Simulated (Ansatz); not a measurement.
Consider the formal exchange of groups at a Ge–C bond: `F[CH2][GeH]1[CH2][O]1` + `Cl[SiH2]CI` → `Cl[SiH2][GeH]1[CH2][O]1` + `FCCI`.

Gas-phase electronic energies from Ansatz, PBE0-D4/def2-TZVP geometries. CCSD(T)/CBS adds triple-zeta CCSD(T) − MP2 to the extrapolated MP2 energy (def2 sets, frozen cores). Functionals use def2-TZVPP. Elements past krypton have def2 core potentials. For Ge, I outer-core shells are correlated without core-valence functions, which leaves a few kJ/mol of doubt a bond. Scalar relativity is left out up to krypton. One conformer a species, not always the lowest.

| level | ΔE (kJ/mol) | difference from CCSD(T)/CBS |
| --- | --- | --- |
| PBE-D4 | -29.4 | -8.1 |
| r2SCAN-D4 | -26.3 | -5.0 |
| PBE0-D4 | -27.7 | -6.4 |
| ωB97X-V | -20.6 | 0.7 |
| ωB97M-V | -17.5 | 3.8 |
| B2PLYP | -22.5 | -1.2 |
| PBE | -30.2 | -8.9 |
| r2SCAN | -26.3 | -5.0 |
| PBE0 | -28.3 | -7.0 |
| HF/def2-TZVPP | -20.3 | 1.0 |
| MP2/def2-TZVPP | -18.5 | 2.8 |
| CCSD(T)/def2-TZVPP | -21.2 | 0.1 |
| HF/def2-QZVPP | -19.4 | 1.9 |
| MP2/def2-QZVPP | -18.2 | 3.1 |
| HF/CBS(def2) | -19.3 | 2.0 |
| MP2/CBS(def2) | -18.6 | 2.7 |
| CCSD(T)/CBS | -21.3 | 0 |

Largest T1 diagnostic among the species: 0.014.
